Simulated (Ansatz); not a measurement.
`C[O][Al]([SH])[SH]` + `[F][Ge][Cl]` → `C[O][Al]([F])[SH]` + `[SH][Ge][Cl]`  (redistribution)

Gas-phase electronic energies from Ansatz, PBE0-D4/def2-TZVP geometries. CCSD(T)/CBS is the MP2 limit (def2-TZVPP, def2-QZVPP) plus CCSD(T) − MP2 in def2-TZVPP, frozen cores. This one scheme is used for every species. DFT in def2-TZVPP. B3LYP here is the variant with VWN-RPA as its local correlation; programs differ in this. For Ge outer-core shells are correlated without core-valence functions, which leaves a few kJ/mol of doubt a bond. Scalar relativity is left out up to krypton. One conformer a species, not always the lowest.

Q: Is it downhill or uphill in electronic energy at CCSD(T)/CBS, and by how much? (Best estimate.)

A: Computed: Downhill: ΔE = -0.55 eV.

Q: What do these levels give: ωB97X-V, ωB97M-V, B2PLYP, r2SCAN, B3LYP, MP2/def2-TZVPP, SCS-MP2/def2-TZVPP, CCSD(T)/def2-TZVPP, HF/def2-QZVPP, HF/CBS(def2), MP2/CBS(def2), CCSD/CBS(def2)? (Best estimate.)

A: The calculation gave: ωB97X-V -0.44, ωB97M-V -0.47, B2PLYP -0.55, r2SCAN -0.53, B3LYP -0.56, MP2/def2-TZVPP -0.56, SCS-MP2/def2-TZVPP -0.54, CCSD(T)/def2-TZVPP -0.54, HF/def2-QZVPP -0.52, HF/CBS(def2) -0.52, MP2/CBS(def2) -0.57, CCSD/CBS(def2) -0.56 eV.

Largest T1 diagnostic among the species: 0.014.
